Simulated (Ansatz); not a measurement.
Basis sets compared for Al6As6H18, a cluster cut from wurtzite AlAs (hydrogen-capped). Charge 0, multiplicity 1. Geometry PBE-D4/def2-SVP. Ansatz on 2 threads of AMD EPYC 7R13 on a shared host and a share (18 GiB) of an NVIDIA H100 80GB HBM3; times are rough, and most runs start from earlier orbitals.

```xyz
30

As   -0.6964    0.8160   -2.6910
Al    1.5323   -0.2981   -2.2753
Al    1.2806    3.0702   -0.0131
As    2.4247    0.8363   -0.2887
As    0.5889   -2.4694   -1.3943
Al    2.8214   -0.8636    1.5359
Al   -2.2965    1.3057   -0.7984
As   -0.8767    2.2181    0.9850
As   -2.6768   -1.1019   -0.1348
Al   -0.7882   -2.5445    0.7219
Al   -1.0905    0.7738    3.0452
As    0.4248   -1.1014    2.2951
H    -0.4605    2.0988   -3.4728
H    -1.4396    0.0371   -3.7755
H     2.3541   -0.5035   -3.6277
H     0.9255    3.5826   -1.5037
H     2.0692    3.9764    1.0469
H     3.8167    1.1723   -0.8231
H    -0.1926   -3.1558   -2.5139
H     1.7211   -3.4777   -1.2741
H     3.2037   -2.2470    0.7940
H     3.7197   -0.2322    2.7026
H    -3.6360    2.0018   -1.3159
H    -1.6844    3.4762    1.3022
H    -3.3618   -1.8289   -1.2913
H    -3.8239   -1.1576    0.8620
H    -1.2794   -4.0230    1.0672
H    -0.4704    1.5221    4.3191
H    -2.5915    0.1755    3.0310
H     0.4824   -2.0585    3.4854
```

The 6-31G sets use Cartesian d functions. Single mean-field runs in def2-TZVP are fitted with def2-universal-jkfit.

Binding counts from free atoms (As quartet, Al doublet, H doublet) in the same basis, without a counterpoise term.

| level | functions | energy (Eh) | HOMO (eV) | LUMO (eV) | binding per atom (eV) | wall time |
| --- | --- | --- | --- | --- | --- | --- |
| HF/STO-3G | 180 | -14700.8293 | -6.48 | 8.45 | 3.35 | 1.5 s |
| HF/6-31G | 288 | -14865.0530 | -9.63 | 1.53 | 1.64 | 3.3 s |
| PBE-D4/def2-SVP | 390 | -14875.9854 | -6.25 | -2.48 | 2.71 | 2.6 s |
| PBE0-D4/def2-SVP | 390 | -14876.5587 | -7.31 | -1.77 | 2.70 | 4.7 s |

Problem. Estimate the rows for PBE-D4/def2-TZVP (with forces), PBE0-D4/def2-TZVP (with forces).

Solution. 
```json
{"level": "PBE-D4/def2-TZVP (with forces)", "functions": "618", "energy (Eh)": "-14878.1570", "HOMO (eV)": "-6.29", "LUMO (eV)": "-2.55", "binding per atom (eV)": "2.70", "wall time": "4 s"}
{"level": "PBE0-D4/def2-TZVP (with forces)", "functions": "618", "energy (Eh)": "-14878.7156", "HOMO (eV)": "-7.32", "LUMO (eV)": "-1.83", "binding per atom (eV)": "2.69", "wall time": "6 s"}
```
